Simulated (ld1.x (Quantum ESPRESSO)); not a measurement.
# What one change does to a pseudopotential (magnesium (Mg), ultrasoft)

magnesium (Mg), ultrasoft, made with ld1.x (Quantum ESPRESSO) 7.5 (BLYP, scalar-relativistic). Core [Ne], reference 3s1 3p0 (charge +1). Waves: 3s (bound): rcut 1.85, rcutus 2.40 bohr; 3s channel at 3.7 Ry: rcut 1.85, rcutus 2.40 bohr; 3p (bound, empty): rcut 2.05, rcutus 2.50 bohr; 3p channel at -0.2 Ry: rcut 2.05, rcutus 2.50 bohr. Local part: all-electron potential smoothed inside 2.05 bohr (lloc = -1). Core correction: Bessel-smoothed model core inside 1.75 bohr. Augmentation charge: PSQ, inside the norm-conserving radii.

All-electron outer shells of the reference configuration (BLYP, scalar-relativistic, ld1.x):

```
shell  level (eV)  outermost node (bohr)  outermost maximum (bohr)
   3s      -11.41                   0.90                      2.32
   3p       -7.03                   0.94                      2.90
```

Change: waves 3p (bound): rcut 2.05, rcutus 3.18 bohr; 3p channel at -0.2 Ry: rcut 2.05, rcutus 3.18 bohr.

Cutoffs: the cutoffs (Ry, on a coarse ladder) from which the occupation-weighted sum of valence levels, in a spherical-Bessel basis at the reference potential, stays within 10 and 1 mRy of its value at 400 Ry; they do not see the model core or the augmentation charge, which bear on the density cutoff. Errors are all-electron minus pseudo energies relative to the spin-unpolarised reference configuration.

Question: What does the change do?

Answer: Both files are so soft that the ladder of cutoffs tells neither apart; of the 5 tests that both files solve, the error grows in 2 and shrinks in 0 by more than 15 % and 0.3 meV (median size 0.6 → 0.9 meV); neither file shows a bound ghost.

```tsv
quantity	base	changed
cutoff, loose	6 Ry	6 Ry
cutoff, tight	6 Ry	6 Ry
bound ghosts	none	none
error for 3s2 3p0, meV [ΔE -7.89 eV]	-1.5	-1.5
error for 3s1.5 3p0, meV [ΔE -4.80 eV]	-0.5	-0.5
error for 3s1 3p1, meV [ΔE -4.36 eV]	+0.1	+0.5
error for 3s0 3p1, meV [ΔE 4.45 eV]	-0.6	-2.7
error for 3s0 3p2, meV [ΔE -0.56 eV]	+0.7	-0.9
lowest overlap eigenvalue by channel	s 0.75, p 0.77	s 0.75, p 0.81
```
